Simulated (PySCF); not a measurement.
## Continuum solvent and chemical shifts

Mapped SMILES: `[BH3-:1][P+:2]1([CH3:3])[CH:4]=[CH:5][CH2:6][CH:7]=[CH:8]1` (H(Xn): hydrogen on atom n).

GIAO PBE0/pcSseg-1 in PySCF on one PBE0-D3(BJ)/def2-SVP conformer, non-relativistic, equivalent nuclei averaged. Solvents enter as an IEF-PCM continuum (chloroform with ε = 4.7, methanol with ε = 32.6) around the gas-phase geometry. Shifts are referred to BF3·OEt2, TMS computed in the same medium.

Gas phase, δ in ppm: B1 -44.2, C5/C7 146.6, C4/C8 128.5, C6 33.0, C3 18.6, H(C5)/H(C7) 6.54, H(C4)/H(C8) 6.08, Hb(C6) 2.96, Ha(C6) 2.95, H(C3) 1.32, H(B1) 0.92. Dipole moment 6.00 D.

Question: How does each δ change in the continuum?

Answer: 
```
      atoms                              environment  Δδ, chloroform  Δδ, methanol
         B1                   boron bonded to P, 3 H            -0.1          -0.1
      C5/C7                                alkene CH            +4.7          +6.6
      C4/C8                                alkene CH            -2.9          -3.9
         C6                          allylic sp3 CH2            +0.9          +1.3
         C3                methyl carbon bonded to P            +0.4          +0.6
H(C5)/H(C7)                 hydrogen on an alkene CH           +0.29         +0.41
H(C4)/H(C8)                 hydrogen on an alkene CH           +0.02         +0.03
     Hb(C6)           hydrogen on an allylic sp3 CH2           +0.19         +0.28
     Ha(C6)           hydrogen on an allylic sp3 CH2           +0.14         +0.19
      H(C3)  hydrogen on a methyl carbon bonded to P           +0.11         +0.15
      H(B1)          hydrogen on a boron bonded to P           -0.35         -0.46
```

Changes are relative to the gas phase. The dipole moment becomes 7.44 D in chloroform, 7.99 D in methanol.

Question: Which nuclei move most (in ppm), and what does the model miss?

Answer: C5/C7 (alkene CH, +6.6 ppm) in methanol. A continuum only polarises the solute; specific hydrogen bonds, the anisotropy of aromatic solvents and changes of geometry or conformer are outside it.
